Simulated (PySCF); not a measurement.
Geometries of 2 isomers of C6H6OS, from PBE0-D3(BJ)/def2-SVP geometry optimisation, gas phase in PySCF 2.14.0. One conformer each, no zero-point energy, no frequencies.

Question: Which isomer lies lower at this level?
A.
```xyz
14
angstrom
C     -2.610   -0.824    0.060
C     -1.300   -0.138    0.085
C     -0.941    1.193    0.109
C      0.471    1.225    0.124
C      0.893   -0.089    0.109
C      2.177   -0.708    0.113
S      3.615    0.065    0.139
O     -0.203   -0.906    0.085
H     -2.708   -1.452   -0.839
H     -3.424   -0.088    0.064
H     -2.726   -1.482    0.936
H     -1.626    2.038    0.114
H      1.134    2.087    0.144
H      2.129   -1.809    0.096
```
B.
```xyz
14
angstrom
C     -2.117   -0.527   -0.127
C     -1.162    0.617   -0.354
O     -1.544    1.698   -0.747
C      0.278    0.372   -0.076
C      0.872   -0.836    0.407
C      2.227   -0.729    0.561
S      2.788    0.836    0.118
C      1.217    1.361   -0.275
H     -1.839   -1.394   -0.746
H     -3.134   -0.203   -0.381
H     -2.086   -0.854    0.925
H      0.318   -1.748    0.634
H      2.928   -1.486    0.910
H      1.015    2.369   -0.637
```

Answer: B. That is `CC(=O)c1ccsc1`, 11.9 kcal/mol below the other.

```
       SMILES                             atoms numbered as above      E (Eh)  relative (kcal/mol)  relative (kJ/mol)  dipole (D)
CC(=O)c1ccsc1  [CH3:1][C:2](=[O:3])[c:4]1[cH:5][cH:6][s:7][cH:8]1  -704.82799                  0.0                0.0        2.96
Cc1ccc(C=S)o1  [CH3:1][c:2]1[cH:3][cH:4][c:5]([CH:6]=[S:7])[o:8]1  -704.80902                 11.9               49.8        4.50
```

As drawn, the lower has a C=O bond, which the higher lacks; the higher has a C=S bond, which the lower lacks.
